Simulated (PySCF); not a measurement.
# Radial density of Be+ (beryllium, charge +1)

UHF, [He] 2s1, 2S determinant. Computed with PySCF 2.14 in aug-cc-pVDZ-DK, with the spin-free X2C one-electron Hamiltonian (Gaussian nucleus).

| r (bohr) | 4πr²ρ (e/bohr) | 4πr²(ρα − ρβ) |
| --- | --- | --- |
| 0.00835 | 0.02893 | 0.0005 |
| 0.0141 | 0.07836 | 0.0014 |
| 0.0236 | 0.2038 | 0.0038 |
| 0.0398 | 0.5070 | 0.0094 |
| 0.0669 | 1.155 | 0.0216 |
| 0.112 | 2.289 | 0.0428 |
| 0.189 | 3.579 | 0.0640 |
| 0.318 | 3.822 | 0.0535 |
| 0.535 | 2.196 | 0.0038 |
| 0.900 | 0.5563 | 0.0859 |
| 1.51 | 0.4318 | 0.4122 |
| 2.55 | 0.3773 | 0.3772 |
| 4.28 | 0.05065 | 0.0506 |
| 7.21 | 0.0005313 | 0.0005 |
| 12.1 | 1.154e-05 | 0.0000 |

Densities and radii are taken from the X2C orbitals without a picture-change correction, which distorts them close to the nucleus.
